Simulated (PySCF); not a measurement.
Isomers of C7H9F3, mass 150.066 u with the commonest isotopes. Theory: PBE0-D3(BJ)/def2-SVP geometry optimisation, gas phase (PySCF 2.14.0). One conformer each, none proved a minimum here; rigid rotors.

Question: Order these by rotational constant A, largest first.
A. `FC(C(C)=C=C(C)C)(F)F`
B. `[CH2:1]=[CH:2][C@H:3]1[CH2:4][C@@H:5]([C:6]([F:7])([F:8])[F:9])[CH2:10]1` with C1–C2–C3–C4 131°, C2–C3–C4–C5 140°, C3–C4–C5–C6 -140°, C4–C5–C10–C3 19°, C2–C3–C10–C5 -141°
C. `[CH2:1]=[C:2]([CH3:3])/[C:4]([CH3:5])=[CH:6]/[C:7]([F:8])([F:9])[F:10]` with C1–C2–C4–C5 0°
D. `[F:1][C:2]([F:3])([F:4])[CH2:5][C@@H:6]1[CH2:7][C@@H:8]2[CH2:9][C@H:10]12` with C2–C5–C6–C7 -70°

Answer: B (3392 MHz), D (3077 MHz), C (2450 MHz), A (2126 MHz).

Question: Order these by rotational constant B, smallest first.
A. `[CH2:1]=[CH:2][C@H:3]1[CH2:4][C@@H:5]([C:6]([F:7])([F:8])[F:9])[CH2:10]1` with C1–C2–C3–C4 131°, C2–C3–C4–C5 140°, C3–C4–C5–C6 -140°, C4–C5–C10–C3 19°, C2–C3–C10–C5 -141°
B. `CC(C)=C=C(C)C(F)(F)F`
C. `[CH2:1]=[C:2]([CH3:3])/[C:4]([CH3:5])=[CH:6]/[C:7]([F:8])([F:9])[F:10]` with C1–C2–C4–C5 0°

Answer: A (645.5 MHz), B (744.2 MHz), C (761.4 MHz).

Question: Order these by radius of gyration √(Σ m r²/M), smallest first.
A. `[F:1][C:2]([F:3])([F:4])[CH2:5][C@@H:6]1[CH2:7][C@@H:8]2[CH2:9][C@H:10]12` with C2–C5–C6–C7 -70°
B. `[CH2:1]=[CH:2][C@H:3]1[CH2:4][C@@H:5]([C:6]([F:7])([F:8])[F:9])[CH2:10]1` with C1–C2–C3–C4 131°, C2–C3–C4–C5 140°, C3–C4–C5–C6 -140°, C4–C5–C10–C3 19°, C2–C3–C10–C5 -141°
C. `[CH2:1]=[C:2]([CH3:3])/[C:4]([CH3:5])=[CH:6]/[C:7]([F:8])([F:9])[F:10]` with C1–C2–C4–C5 0°

Answer: A (2.263 Å), C (2.342 Å), B (2.403 Å).

| SMILES | point group | Ia (u·Å²) | Ib (u·Å²) | Ic (u·Å²) | κ | μa (D) | μb (D) | μc (D) |
| --- | --- | --- | --- | --- | --- | --- | --- | --- |
| C=C(C)/C(C)=C/C(F)(F)F | – | 206.24 | 663.75 | 775.98 | -0.88 | 2.78 | 0.08 | 0.01 |
| FC(F)(F)C[C@@H]1C[C@@H]2C[C@@H]21 | C1 | 164.26 | 675.53 | 696.70 | -0.98 | 2.18 | 0.80 | 0.31 |
| CC(C)=C=C(C)C(F)(F)F | – | 237.72 | 679.05 | 713.80 | -0.95 | 2.68 | 1.22 | 0.01 |
| C=C[C@H]1C[C@@H](C(F)(F)F)C1 | near Cs | 149.00 | 782.89 | 801.30 | -0.99 | 1.93 | 0.00 | 0.97 |
